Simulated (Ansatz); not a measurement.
C3H6OSi can be A, `CC1[SiH2]C1=O`, or B, `OC#CC[SiH3]`.

Gas-phase electronic energies from Ansatz, PBE0-D4/def2-TZVP geometries. CCSD(T)/CBS is the MP2 limit (def2-TZVPP, def2-QZVPP) plus CCSD(T) − MP2 in def2-TZVPP, frozen cores. Functionals use def2-TZVPP. Each species was taken in one conformer, which may not be the lowest.

**Question.** Which isomer does CCSD(T)/CBS put lower? Give the gap. (An estimate is asked.)

**Answer.** The calculation gave: A, by 27.4 kJ/mol.

**Question.** Give E(B) − E(A) in kJ/mol with PBE-D4, CCSD(T)/def2-TZVPP, MP2/def2-TZVPP, HF/def2-TZVPP, ωB97M-V, PBE0-D4, B2PLYP. (Estimate.)

**Answer.** The calculation gave: PBE-D4 59.4, CCSD(T)/def2-TZVPP 29.0, MP2/def2-TZVPP 24.5, HF/def2-TZVPP -9.0, ωB97M-V 32.2, PBE0-D4 46.5, B2PLYP 27.5. The order is the other way round with HF/def2-TZVPP.

Largest T1 diagnostic: 0.016.

The D4 term adds +3.2 kJ/mol with B3LYP and +1.6 kJ/mol with PBE0; it sums over pairs of atoms, weighted by their polarisabilities, and B3LYP, whose exchange is more repulsive, gets the larger term. From PBE to PBE0 (25 % exact exchange), in def2-TZVPP and without D4, E(B) − E(A) moves by −12.6 kJ/mol.

B3LYP here is the variant with VWN-RPA as its local correlation; programs differ in this.
